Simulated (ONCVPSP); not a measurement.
Ranking ONCV potentials for iron

All share these settings but for the change named:

- Element: Fe (Z = 26)
- Generator: ONCVPSP 4.0.1
- Type: optimised norm-conserving Vanderbilt (ONCV)
- Functional: LDA (Perdew-Zunger)
- Relativity: scalar-relativistic
- Frozen core: [Ne]
- Valence charge: 16
- Reference configuration: 3s2 3p6 3d6.5 4s1.5
- Partial waves: 3s+4s: rc 1.60 bohr, ncon 4, nbas 7, qcut 7.9 1/bohr, 2 projectors; 3p: rc 1.05 bohr, ncon 4, nbas 8, qcut 11.9 1/bohr, 2 projectors, debl 3.9 Ha; 3d: rc 0.90 bohr, ncon 4, nbas 8, qcut 10.1 1/bohr, local
- Local potential: the d channel
- Core correction: none

Cutoff: the first of the cutoffs (Ha) at which the residual kinetic energy of the hardest occupied pseudo-wave falls to 1 and 0.1 mHa per electron; the density cutoff is not measured.

The base gives 279 Ha.

Of 8 variants that were run, those that failed, showed a ghost or another fault, or gave nearly equal values are left out.

A variant can come out equal or close to the base.

Problem. Rank these variants from softest to hardest (loose cutoff).
A. d: rc 0.66
B. d: rc 0.82
C. d: rc 1
D. d: rc 0.74
E. d: rc 0.94

Solution. C (212 Ha), E (251 Ha), B (341 Ha), D (428 Ha), A (540 Ha).
